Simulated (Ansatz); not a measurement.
`C[S][SbH2]` + `C=C=N` → `C=C=[N][SbH2]` + CH₃SH at 298.15 K and 1 bar (ligand exchange at the Sb–S bond).

Gas-phase electronic energies from Ansatz, PBE0-D4/def2-TZVP geometries. CCSD(T)/CBS adds triple-zeta CCSD(T) − MP2 to the extrapolated MP2 energy (def2 sets, frozen cores). This one scheme is used for every species. def2 core potentials past Kr. For Sb outer-core shells are correlated without core-valence functions, which leaves a few kJ/mol of doubt a bond. One conformer a species, not always the lowest.

```csv
species,CCSD(T)/CBS energy (Eh),H − E (kJ/mol),S (J/(mol·K))
`C[S][SbH2]`,-678.84952,155.5,339.3
`C=C=N`,-132.55079,127.2,249.7
`C=C=[N][SbH2]`,-373.15774,143.6,330.9
CH₃SH,-438.22835,133.0,253.2
```

H − E and S are ideal-gas, rigid-rotor, harmonic terms from PBE0-D4/def2-TZVP, for one conformer and one mirror image of each species. 1 Eh = 2625.50 kJ/mol, R = 8.31446 J/(mol·K).

Problem. By hand: ΔE, ΔH, ΔS and ΔG.

Solution. ΔE = (-373.15774) + (-438.22835) − (-678.84952) − (-132.55079) = 0.01422 Eh = 37.3 kJ/mol. Δ(H − E) = 143.6 + 133.0 − 155.5 − 127.2 = -6.1, so ΔH = 31.2 kJ/mol. ΔS = 330.9 + 253.2 − 339.3 − 249.7 = -4.9 J/(mol·K). ΔG = 31.2 − 298.15 × (-4.9)/1000 = 32.7 kJ/mol.

Problem. By hand: the equilibrium constant, and the temperature at which ΔG would vanish if ΔH and ΔS stayed fixed.

Solution. log₁₀ K = −ΔG/(RT ln 10) = -5.7. ΔH and −TΔS have one sign here, so there is no such temperature. One of them is within its doubt of zero, so this could turn.

The number of gas molecules stays the same, so ΔS is small and ΔH decides. A doubt of 5 kJ/mol in ΔE shifts log₁₀ K by 0.9 here. Other conformers and mirror images would add mixing entropy, several J/(mol·K) or more a flexible species. Modes under 60 cm⁻¹, often nearly free rotors, make the harmonic entropy too high. These are equilibria of isolated gas molecules and say nothing of rates. Largest T1 diagnostic: 0.015 (customary marks: 0.02 for closed shells, 0.045 for open ones).
